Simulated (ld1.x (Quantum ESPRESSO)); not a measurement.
## Which change was made? (Sn, TM)

- Element: Sn
- Generator: ld1.x (Quantum ESPRESSO) 7.5
- Type: norm-conserving Troullier–Martins (Kleinman–Bylander form)
- Functional: PBE
- Relativity: scalar-relativistic
- Frozen core: [Kr] 4d10
- Valence charge: 4
- Reference configuration: 5s2 5p2
- Partial waves: 5s (bound): rc 1.70 bohr; 5p (bound): rc 2.10 bohr
- Local potential: all-electron potential smoothed inside 1.70 bohr (lloc = -1)
- Core correction: Bessel-smoothed model core inside 1.30 bohr

Cutoffs, loose and tight: the cutoffs (Ry, on a coarse ladder) from which the occupation-weighted sum of valence levels, in a spherical-Bessel basis at the reference potential, stays within 10 and 1 mRy of its value at 400 Ry. They do not see the model core or the augmentation charge, which bear on the density cutoff. Test errors are all-electron minus pseudo excitation energies from the reference, over the configurations 5s2 5p1; 5s2 5p0; 5s1 5p0; 5s1 5p2; 5s2 5p2.3; 5s1 5p3; 5s2 5p1.5; variants that change the core or the reference have their own tests.

The base gives: outcome: generated; cutoff, loose: 25 Ry; cutoff, tight: 55 Ry; bound ghosts: s, d; largest test error (meV): -372.

Question: After one change the result is: outcome: generated; cutoff, loose: 25 Ry; cutoff, tight: 55 Ry; bound ghosts: none; largest test error (meV): -296. Which change was it?
A. all radii but the core radius scaled by about 0.93 (s 1.58, p 1.96 bohr); local potential all-electron potential smoothed inside 1.58 bohr (lloc = -1)
B. wave 5s (bound): rc 1.70 bohr becomes 5s (bound): rc 2.40 bohr
C. local potential the p channel

Answer: C. The others give: wave 5s (bound): rc 1.70 bohr becomes 5s (bound): rc 2.40 bohr → outcome: generated; cutoff, loose: 18 Ry; cutoff, tight: 30 Ry; bound ghosts: s, d; largest test error (meV): -373 | all radii but the core radius scaled by about 0.93 (s 1.58, p 1.96 bohr); local potential all-electron potential smoothed inside 1.58 bohr (lloc = -1) → outcome: generated; cutoff, loose: 35 Ry; cutoff, tight: 90 Ry; bound ghosts: s, d; largest test error (meV): -375.
